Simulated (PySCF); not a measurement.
**Two-component Hartree-Fock for Sc¹³⁺ (scandium, charge +13)**

Start: [He] 2s2 2p4; 2p1/2 filled at m_j = -1/2, +1/2; 2p3/2 filled at m_j = +1/2, +3/2. Calculated with PySCF 2.14 in an even-tempered Gaussian basis (18 s from 2.3 bohr⁻², ratio 2.4; 11 p from 3 bohr⁻², ratio 2.4; 5 d from 14 bohr⁻², ratio 2.6; 5 f from 21 bohr⁻², ratio 2.6): generalised Hartree-Fock with the X2C-1e Hamiltonian and a Gaussian nucleus; one run each with spin-orbit coupling (SO) switched off, then screened by Boettger's factors.

```json
{"spinor shell": "1s1/2", "electrons": "2", "ε, spin-free (eV)": "-5017.2", "ε, screened SO (eV)": "-5016.8", "weight of nominal j (screened SO)": "1.000", "rms radius, screened SO (bohr)": "0.0841"}
{"spinor shell": "2s1/2", "electrons": "2", "ε, spin-free (eV)": "-916.32", "ε, screened SO (eV)": "-916.22", "weight of nominal j (screened SO)": "1.000", "rms radius, screened SO (bohr)": "0.353"}
{"spinor shell": "2p3/2", "electrons": "2", "ε, spin-free (eV)": "-844.14", "ε, screened SO (eV)": "-847.85", "weight of nominal j (screened SO)": "0.791", "rms radius, screened SO (bohr)": "0.316"}
{"spinor shell": "2p1/2", "electrons": "2", "ε, spin-free (eV)": "-844.14", "ε, screened SO (eV)": "-841.20", "weight of nominal j (screened SO)": "0.710", "rms radius, screened SO (bohr)": "0.316"}
```

```
   quantity   spin-free  screened SO
E (hartree)  -664.02130   -664.10561
        M_J           2            2
       ⟨J²⟩       6.001        6.001
       ⟨L²⟩       2.000        2.158
       ⟨S²⟩       2.000        1.921
```

Each row is a mean over spinors that exchange with the open shell spreads, by up to 29.916 eV (2s1/2).

Rows whose weight is well below 1 are mixtures of j = l ± 1/2: exchange outweighs spin-orbit coupling there, and the label is only the starting occupation.

Without spin-orbit coupling the j labels of p, d and f shells carry no meaning; the spin-free column gives the mean over the occupied spinors of each nl shell.
